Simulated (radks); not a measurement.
Question: The mean radii <r> (bohr) of the occupied orbitals of an atom or ion are listed with their occupations. Calculated with a radial shooting solver on a logarithmic mesh with Libxc functionals: scalar-relativistic Kohn-Sham, BLYP, spin-unpolarised, spherical densities, point nucleus.

| orbital | occ. | <r> |
|---|---|---|
| 1s | 2 | 0.02665 |
| 2s | 2 | 0.1146 |
| 2p | 6 | 0.1003 |
| 3s | 2 | 0.3064 |
| 3p | 6 | 0.3044 |
| 3d | 10 | 0.2809 |
| 4s | 2 | 0.7163 |
| 4p | 6 | 0.7643 |
| 4d | 10 | 0.8737 |
| 5s | 1 | 1.774 |
| 5p | 5 | 2.078 |

Name the element and its charge.

Answer: Z = 54, xenon, charge +2: Xe2+ in [Kr] 4d10 5s1 5p5. The 1s radius gives Z: for a bare nucleus <r> = (2 gamma + 1)/(2Z) with gamma = sqrt(1 - (Z/c)^2), 0.02628 bohr for Z = 54, and screening makes it slightly larger (0.02665 here). The occupations add up to 52, and the charge is Z minus that.
